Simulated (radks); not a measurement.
Results of a calculation; reference values are marked as such.
Species: the thulium ion Tm3+. Configuration: [Xe] 4f12.

Level of theory: scalar-relativistic Kohn-Sham, LDA (Slater exchange, Perdew-Zunger correlation), spin-unpolarised, spherical densities, finite nucleus; Fermi nuclear charge, rms radius 5.2256 fm (a radial shooting solver on a logarithmic mesh with Libxc functionals).

Energy parts (Ry):
| part | energy |
|---|---|
| total | -27111.7828 |
| kinetic | 29455.3340 |
| electron-nucleus | -66486.9436 |
| Hartree | 10471.0492 |
| exchange-correlation | -551.2225 |

Orbitals (lengths in bohr, moments of r in powers of bohr; r(max) is where P^2 peaks):
orbital	occ.	eigenvalue (Ry)	r(max)	<r^2>
1s	2	-4355.233	0.01262	0.0005493
2s	2	-736.9813	0.07195	0.008527
2p	6	-651.3860	0.05856	0.006949
3s	2	-167.5535	0.2035	0.05592
3p	6	-141.6246	0.2003	0.05634
3d	10	-109.5090	0.1632	0.04691
4s	2	-34.96348	0.4643	0.2798
4p	6	-26.42788	0.4855	0.3175
4d	10	-15.07975	0.5007	0.3778
4f	12	-2.65296	0.4917	0.7307
5s	2	-6.18432	1.081	1.637
5p	6	-4.15378	1.231	2.254
5d	0	-1.85605	1.692	4.834
6s	0	-1.75959	2.655	9.318

The highest occupied level is 4f at -36.095 eV. The electron density at the nucleus is 9.982e+05 e/bohr^3 (large components only). Summed over all electrons, <r^2> = 32.79 bohr^2, which gives a Langevin (diamagnetic) susceptibility term of -26 x 10^-6 cm^3/mol. The density falls to 0.001 e/bohr^3 at r = 3.10 bohr. For comparison, the ionisation energy in NIST's Atomic Spectra Database is 42.41 eV (semi-empirical). In exact Kohn-Sham theory the highest level is minus the ionisation energy, but local and semilocal functionals leave it too shallow, through self-interaction and a potential that decays too fast; potentials with the right tail come closer.

Beside tabulated values, note that spin-unpolarised runs miss the spin-polarisation part of the exchange energy of open shells.
